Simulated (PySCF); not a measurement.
Si(H)(F)(Cl)(OMe) (CH4ClFOSi), SMILES CO[SiH](F)Cl. Atoms are numbered in the order given.

```xyz
9

Si     0.0759     0.1558     0.4484
F     -0.0076     1.7402     0.1247
Cl     1.8593    -0.5662    -0.2485
O     -1.1145    -0.6300    -0.3550
C     -2.5038    -0.3734    -0.2558
H     -0.0124     0.0053     1.9134
H     -2.7479     0.6496    -0.5897
H     -2.8695    -0.5031     0.7788
H     -3.0335    -1.0889    -0.9014
```
Charge 0, spin multiplicity 1.

Geometry optimised at B3LYP-D3(BJ)/def2-SVP. The values are those of a single conformer.

Level of theory: PBE/def2-TZVP run with PySCF.

ESP charges are fitted to the potential on shells at 1.4 to 2.0 van der Waals radii. Atomic charges (e):

| atom | meta-Löwdin | Mulliken | ESP fit |
|---|---|---|---|
| Si1 | 1.21 | 0.61 | 0.30 |
| F2 | -0.48 | -0.27 | -0.17 |
| Cl3 | -0.26 | -0.19 | -0.09 |
| O4 | -0.58 | -0.27 | -0.20 |
| C5 | -0.13 | -0.22 | -0.20 |
| H6 | -0.12 | -0.04 | 0.01 |
| H7 | 0.12 | 0.13 | 0.13 |
| H8 | 0.11 | 0.12 | 0.11 |
| H9 | 0.13 | 0.14 | 0.11 |

Computed Mayer and Wiberg (Löwdin basis) orders of the bonds:
```
bond     Mayer  Wiberg
-------  -----  ------
Si1–F2    1.15    1.74
Si1–Cl3   1.23    1.89
Si1–O4    1.27    1.64
O4–C5     0.96    1.50
Si1–H6    0.92    0.92
C5–H7     0.96    0.94
C5–H8     0.96    0.94
C5–H9     0.96    0.94
```
